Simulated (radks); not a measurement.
Values are calculated unless marked as measured or tabulated.
Valence configurations of the thallium ion Tl2+ (all share [Xe]). Code: a radial shooting solver on a logarithmic mesh with Libxc functionals. Model: scalar-relativistic Kohn-Sham, r2SCAN, spin-unpolarised, spherical densities, finite nucleus; meta-GGA in the generalised Kohn-Sham scheme; Fermi nuclear charge, rms radius 5.4759 fm. Energies are relative to 4f14 5d10 6s1; eigenvalues in eV.

4f14 5d10 6s1: E (eV) 0.000; e(4f) -133.20; e(5d) -33.652; e(6s) -25.227
4f13.5 5d10 6s1 6p0.5: E (eV) 60.987; e(4f) -142.75; e(5d) -36.902; e(6p) -16.600; e(6s) -26.753
4f12 5d10 6s1 6p2: E (eV) 269.86; e(4f) -172.36; e(5d) -46.939; e(6p) -19.759; e(6s) -31.195
4f13 5d10 6s1 6p1: E (eV) 126.22; e(4f) -152.46; e(5d) -40.202; e(6p) -17.696; e(6s) -28.258
4f14 5d10 6p1: E (eV) 9.743; e(4f) -135.02; e(5d) -35.315; e(6p) -16.494
4f14 5d8 6s1 6p2: E (eV) 41.687; e(4f) -145.87; e(5d) -42.979; e(6p) -19.419; e(6s) -30.489
4f12.5 5d10 6s1 6p1.5: E (eV) 195.81; e(4f) -162.33; e(5d) -43.548; e(6p) -18.746; e(6s) -29.739
4f11 5d10 6s2 6p2: E (eV) 419.39; e(4f) -191.16; e(5d) -52.324; e(6p) -20.894; e(6s) -33.155
4f14 5d9 6s2: E (eV) 9.086; e(4f) -137.74; e(5d) -36.758; e(6s) -27.003
4f13 5d10 6s2: E (eV) 115.64; e(4f) -150.65; e(5d) -38.543; e(6s) -27.295

NIST lists [Xe] 4f14 5d10 6s1 as the ground configuration; this level of theory agrees among the configurations tried. The energies are those of spherical spin-averaged densities, not of single terms.
